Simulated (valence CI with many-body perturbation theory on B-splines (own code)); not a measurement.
## Pr+: electric-dipole lines

Method: relativistic CI+MBPT: four valence electrons over a frozen Dirac-Fock core [Xe], radial functions for each j: 7 s, 7 p, 7 d, 7 f, 4 g, 2 h, with the one-electron correlation potential Σ1, the two-electron term Σ2, the three-electron term Σ3, Breit, model QED; selected CI, second order for the rest (own B-spline code, finite nucleus).

Against 17 measured levels this calculation errs by 526 cm⁻¹ on average and by 991 at most. These come from a selection out of the NIST Handbook of Basic Atomic Spectroscopic Data. Levels without a partner in it may be off by more, other configurations by several thousand cm⁻¹. Among the levels kept, up to 490 cm⁻¹ of a level comes from second order outside the variational space, and about a tenth of that is noise between levels of different J, which matters for small intervals. 2 measured levels below the end of the list, from 5855 cm⁻¹ on, found no clear computed partner, and computed levels of the same name lie up to 2366 cm⁻¹ from them.

Lines 251 to 300 of 312 in falling wavelength, among levels below 14074 cm⁻¹, chosen from the strongest by gf and those to the six lowest levels. Wavelengths and rates use the calculated energies, so an error of 500 cm⁻¹ moves a line at 9206 Å by 4.6 % and its rate by three times that or more. Electric multipoles are in the length gauge, E1 and E2 with the static RPA response of the core. Weak lines are less certain than strong ones. Lines between different terms over intervals too small for the method are left out, as are lines whose strength nearly cancels. Where a level lies close to another of its J and parity, the split of strength between their lines is uncertain. The highest levels of a list are the least certain. Branching is blank where the lifetime is uncertain.

Names give the largest LS component (configuration and term), which can be under half, so a name can repeat, a term be missing and a line seem to break the LS rules; names also repeat where a configuration has a term twice. Letters in brackets count levels of one name in rising energy.

```tsv
λ vac (Å)	Upper	Lower	A (s⁻¹)	log gf	Branch %
9206	4f²5d6s ⁵H_3 [d]	4f³6s ⁵I°_4	9.87e+03	-3.06	
9196	4f²5d6s ³K_7 [b]	4f³6s ⁵I°_7	1.61e+03	-3.51	
9188	4f²5d² ⁵I_5 [c]	4f³6s ³I°_5	2.78e+04	-2.41	
9170	4f²5d² ⁵G_4 [b]	4f³6s ³I°_5	2.15e+03	-3.61	
9125	4f²5d² ⁵I_5 [c]	4f³6s ⁵I°_6	9.78e+02	-3.87	
9102	4f²5d² ⁵I_5 [d]	4f³6s ³I°_5	5.90e+03	-3.09	
9075	4f²6s² ³H_4	4f³6s ³I°_5	4.06e+04	-2.35	
9041	4f²5d² ⁵I_5 [d]	4f³6s ⁵I°_6	7.14e+03	-3.02	
9031	4f²5d6s ⁵H_4 [c]	4f³6s ⁵I°_4	2.60e+03	-3.54	
9010	4f²5d² ⁵G_5 [a]	4f³6s ³I°_5	1.06e+04	-2.85	
8980	4f²5d6s ⁵G_6	4f³6s ⁵I°_5	1.14e+04	-2.75	
8950	4f²5d² ⁵G_5 [a]	4f³6s ⁵I°_6	1.10e+04	-2.84	
8849	4f²5d² ⁵I_7	4f³6s ⁵I°_6	9.43e+02	-3.78	
8844	4f²5d² ⁵G_4 [a]	4f³6s ⁵I°_5	2.29e+04	-2.62	
8811	4f²5d² ⁵H_4 [b]	4f³6s ³I°_5	7.05e+03	-3.13	
8806	4f²5d6s ⁵H_4 [d]	4f³6s ⁵I°_5	6.19e+03	-3.19	
8798	4f²5d² ⁵I_6 [c]	4f³6s ⁵I°_5	2.35e+04	-2.45	
8710	4f²5d² ⁵G_6	4f³6s ⁵I°_6	2.62e+03	-3.41	
8708	4f²5d² ¹F_3	4f³6s ⁵I°_4	4.43e+03	-3.45	
8680	4f²5d6s ³H_5 [b]	4f³6s ⁵I°_6	1.51e+04	-2.73	
8676	4f²5d² ⁵H_4 [c]	4f³6s ³I°_5	3.31e+03	-3.47	
8600	4f²5d² ⁵I_4 [c]	4f³6s ⁵I°_4	2.88e+03	-3.54	
8560	4f²5d6s ⁵H_5 [c]	4f³6s ⁵I°_5	8.29e+03	-3.00	
8512	4f²5d² ⁵G_4 [a]	4f³6s ⁵I°_4	2.66e+03	-3.58	
8508	4f²5d6s ⁵H_5 [d]	4f³6s ⁵I°_5	1.21e+04	-2.84	
8477	4f²5d6s ⁵H_4 [d]	4f³6s ⁵I°_4	6.30e+03	-3.21	
8472	4f²5d² ⁵D_4	4f³6s ³I°_5	2.48e+03	-3.62	
8455	4f²5d6s ³F_4 [b]	4f³6s ⁵I°_5	1.80e+04	-2.76	
8435	4f²5d6s ⁵H_6 [b]	4f³6s ⁵I°_6	2.38e+04	-2.48	
8412	4f²5d6s ³K_6 [c]	4f³6s ⁵I°_5	3.39e+04	-2.33	
8402	4f²5d² ⁵G_5 [b]	4f³6s ³I°_5	4.53e+03	-3.28	
8388	4f²5d² ⁵I_6 [d]	4f³6s ³I°_5	8.33e+03	-2.94	
8328	4f²5d² ¹I_6	4f³6s ⁵I°_5	6.25e+03	-3.07	
8314	4f²5d² ⁵G_3 [c]	4f³6s ⁵I°_4	5.73e+03	-3.38	
8302	4f²5d6s ³G_5	4f³6s ⁵I°_5	4.82e+04	-2.26	
8258	4f²5d² ³H_6	4f³6s ⁵I°_5	3.58e+03	-3.32	
8247	4f²5d6s ⁵G_4 [b]	4f³6s ³I°_5	3.52e+03	-3.49	
8227	4f²5d² ⁵G_5 [c]	4f³6s ⁵I°_6	1.71e+04	-2.72	
8204	4f²5d² ⁵I_5 [c]	4f³6s ⁵I°_5	2.17e+04	-2.62	
8189	4f²5d² ⁵G_4 [b]	4f³6s ⁵I°_5	2.41e+04	-2.66	
8189	4f²5d² ⁵I_6 [e]	4f³6s ³I°_5	3.31e+03	-3.36	
8182	4f²5d² ⁵H_3 [c]	4f³6s ⁵I°_4	5.39e+04	-2.42	
8168	4f²5d6s ³K_7 [b]	4f³6s ⁵I°_6	2.42e+04	-2.44	
8139	4f²5d² ⁵I_6 [e]	4f³6s ⁵I°_6	9.68e+03	-2.90	
8136	4f²5d² ⁵I_5 [d]	4f³6s ⁵I°_5	1.52e+04	-2.78	
8123	4f²5d6s ⁵F_4	4f³6s ³I°_5	1.86e+03	-3.78	
8113	4f²6s² ³H_4	4f³6s ⁵I°_5	2.05e+04	-2.74	
8062	4f²5d² ⁵G_5 [a]	4f³6s ⁵I°_5	2.78e+04	-2.53	
7996	4f²5d² ⁵H_3 [d]	4f³6s ⁵I°_4	1.37e+04	-3.04	
7902	4f²5d² ⁵H_4 [b]	4f³6s ⁵I°_5	4.04e+04	-2.47
```

Q: How does gf follow from A for the line at 8435 Å?

A: gf = 1.4992 × (2J+1)_upper × A / σ², with σ = 11856 cm⁻¹ and 2J+1 = 13: gf = 0.00329.
